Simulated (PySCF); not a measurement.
Reproducing measurements on C4H5F3O2

**What was measured.**

Travnikova et al., J. Phys. Chem. A 2019, 123, 7619 (energy-dependent relative cross sections in carbon 1s photoionization; hal-02303739) lists, for the gas: C 1s binding energy of C1 291.47 eV; C 1s binding energy of C2 293.14 eV; C 1s binding energy of C4 295.79 eV; C 1s binding energy of C6 298.89 eV.

The results are set against them at the end.

Species: C₄H₅F₃O₂.
SMILES with atom numbers: `[CH3:1][CH2:2][O:3][C:4](=[O:5])[C:6]([F:7])([F:8])[F:9]` (hydrogens: H10, H11, H12 on C1; H13, H14 on C2)

Structure used (PBE0-D3(BJ)/def2-TZVP), in Å, numbered top down from 1:
```
atom  x, y, z in Å
C1    -1.997   -0.535    0.676
C2    -1.226    0.698    0.281
O3     0.163    0.581    0.653
C4     0.949   -0.039   -0.205
O5     0.648   -0.515   -1.258
C6     2.399   -0.042    0.328
F7     3.153   -0.856   -0.391
F8     2.911    1.189    0.248
F9     2.448   -0.431    1.601
H10   -3.055   -0.391    0.446
H11   -1.902   -0.728    1.746
H12   -1.646   -1.408    0.124
H13   -1.282    0.879   -0.793
H14   -1.571    1.581    0.817
```

The PySCF runs (gas phase, on this PBE0-D3(BJ)/def2-TZVP geometry; non-relativistic but for the core-level run):

```json
{"level": "delta-SCF UKS SCAN, pcX-3 on the ionised atom, pcseg-2 elsewhere, spin-free X2C", "job": "ΔSCF core ionisation, 7 holes", "basis functions": "394"}
```

**Comparison with experiment**

**Core binding energies.** Delta-SCF UKS SCAN, pcX-3 on the ionised atom, pcseg-2 elsewhere, spin-free X2C in PySCF 2.14.0.

```tsv
level and atom	computed (eV)	measured (eV)	computed − measured (eV)
C 1s, C1	291.28	291.47	-0.19
C 1s, C2	292.98	293.14	-0.16
C 1s, C4	295.43	295.79	-0.36
C 1s, C6	298.57	298.89	-0.32
```

Sources, in the order of the opening: Travnikova et al., J. Phys. Chem. A 2019, 123, 7619 (energy-dependent relative cross sections in carbon 1s photoionization; hal-02303739). Against the first value of each row the mean signed difference is -0.26 eV and the largest in size -0.36 eV. The computed values are vertical, without vibrational structure; measured positions hang on the energy calibration. 

No measured geometry was used, and the causes of the misses weren't examined.
